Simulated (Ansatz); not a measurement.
Input for Ansatz (an electronic-structure program): R-B3LYP/def2-TZVPP on AsBF2H2 (SMILES FB(F)[AsH2]), a point of a torsion scan.

Ansatz 0.2 input:
```yaml
crystal:
  periodic: [false, false, false]
  atoms:
    - {symbol: F, position_ang: [-1.57248619, -1.06946391, 0.41768712]}
    - {symbol: B, position_ang: [-0.84449990, -0.03794475, 0.04056608]}
    - {symbol: F, position_ang: [-1.52024070, 0.84352672, -0.67162542]}
    - {symbol: As, position_ang: [1.12531816, 0.18291327, 0.45545947]}
    - {symbol: H, position_ang: [1.18785601, -1.12034647, 1.19620303]}
    - {symbol: H, position_ang: [1.48395551, -0.52806127, -0.81745593]}
basis:
  gaussian:
    orbitals: def2-TZVPP
hamiltonian:
  xc: {name: B3LYP}
scf: {lower_state_search: off}
```

Output:

```
WARN ansatz: RAYON_NUM_THREADS=1 ignored (pool sized by the plan → 1); use --threads N
Functional definition: B3LYP
these checks for a lower state are left out or cut short: stability, starts, cluster_reference, orbital_swaps, neighbouring_geometries, increment
integrals: 0.08 GiB planned
1015 factors; their error is unknown
mean field: 0.73 GiB planned
mean field evaluation 1: about -66988.4377 eV, gradient 4.2e1 eV
mean field evaluation 2: about -66985.5342 eV, gradient 6.4e1 eV
mean field evaluation 4: about -66990.8194 eV, gradient 9.6e-1 eV
mean field evaluation 8: about -66991.0392 eV, gradient 1.3e-1 eV
mean field evaluation 16: about -66991.0392 eV, gradient 6.0e-6 eV
mean field -66991.03924403 eV, -2461.8752840608 hartree, gradient 1.4e-6 eV, S^2 0.000000; 0 other end points of the search recorded, 0 dependent functions left out
reference -66991.03948097 eV, -2461.8752927680 hartree; 29, 29 occupied and 140, 140 virtual orbitals, 1015 factors
Total energy: -66991.03948097 eV, -2461.8752927680 hartree
Checks for a lower state left out: stability, starts, cluster_reference, orbital_swaps, neighbouring_geometries, increment
```

The run converged.

Cost: around 2.5 core-seconds (rough).
